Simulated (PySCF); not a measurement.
**Mn (manganese, neutral) across methods**

[Ar] 3d4 4s2 4p1, one real determinant (an excited configuration). All numbers are calculated (PySCF 2.14, the non-relativistic Hamiltonian (point nucleus), in aug-cc-pVDZ). The B2PLYP total includes its PT2 part (frozen core); its orbital energies are those of the SCF part.

```tsv
method	E (hartree)	mean ε 4s α (eV)	mean ε 4s β (eV)	mean ε 4p α (eV)	Σ⟨r²⟩ (bohr²)	⟨S²⟩
revPBE	-1150.546	-7.418	-6.068	-3.092	48.98	8.758
r2SCAN	-1150.632	-7.724	-6.166	-3.324	48.69	8.768
wB97M-V	-1150.606	-10.472	-8.985	-5.313	49.01	8.757
PBE0	-1150.453	-8.424	-6.864	-3.855	48.74	8.759
B2PLYP	-1150.406	-9.161	-7.482	-4.358	49.39	8.765
UHF	-1149.56655	-10.648	-8.094	-5.544	50.41	8.817
PBE	-1150.406	-7.468	-6.135	-3.088	48.87	8.757
CAM-B3LYP	-1150.730	-9.645	-8.159	-4.762	48.67	8.759
```

**Question.** Estimate the same row for LDA.

**Answer.** E (hartree) = -1148.273; mean ε 4s α (eV) = -7.643; mean ε 4s β (eV) = -6.333; mean ε 4p α (eV) = -3.075; Σ⟨r²⟩ (bohr²) = 48.51; ⟨S²⟩ = 8.756.

⟨L²⟩ = 8.02 against 12 for a pure F term, so this real determinant mixes terms.
